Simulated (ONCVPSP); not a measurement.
# zinc, ONCV: configuration errors across variants

```
Element                 : Zn (Z = 30)
Generator               : ONCVPSP 4.0.1
Type                    : optimised norm-conserving Vanderbilt (ONCV)
Functional              : LDA (Perdew-Zunger)
Relativity              : scalar-relativistic
Frozen core             : [Ne]
Valence charge          : 20
Reference configuration : 3s2 3p6 3d10 4s1.5 (charge +0.5)
Partial waves           : 3s+4s: rc 1.20 bohr, ncon 3, nbas 6, qcut 9.1 1/bohr, 2 projectors; 3p: rc 0.95 bohr, ncon 4, nbas 7, qcut 12.7 1/bohr, 1 projector; 3d: rc 1.15 bohr, ncon 4, nbas 8, qcut 13 1/bohr, 2 projectors, debl 3.6 Ha
Local potential         : polynomial inside 0.90 bohr (lpopt 5, dvloc0 0 Ha)
Core correction         : Teter function, fcfact 4.25, rcfact 1.6
```

All-electron excitation energies from the reference (eV): (1) 3s2 3p6 3d10 4s2 -4.078; (2) 3s2 3p6 3d10 4s1 6.112; (3) 3s2 3p6 3d10 4s0 24.881; (4) 3s1 3p6 3d10 4s2 133.390.

1 further variants failed, have other tests or too few solved ones, and are left out.

Errors AE − PS in meV (a dash: test not solved or not reliable):

| change | (1) | (2) | (3) | (4) | bound ghosts | GHOST(+) flags above zero |
| --- | --- | --- | --- | --- | --- | --- |
| base | +0.4 | -0.2 | +0.9 | -376 | none | none |
| local potential polynomial inside 0.90 bohr (lpopt 5, dvloc0 7.5 Ha) | +0.4 | -0.2 | +0.9 | -384 | none | none |
| p: qcut 9.8 | +0.4 | -0.2 | +0.9 | -378 | none | none |
| d: rc 1.56 | +0.7 | +0.1 | +4.7 | -620 | none | none |
| p: rc 0.88; local potential polynomial inside 0.88 bohr (lpopt 5, dvloc0 0 Ha) | +0.4 | -0.2 | +0.9 | -370 | none | none |

(1) Give the same row for: p: qcut 9.9.

Results:

(1) +0.4, -0.2, +0.9, -378; bound ghosts: none; GHOST(+) flags above zero: none.
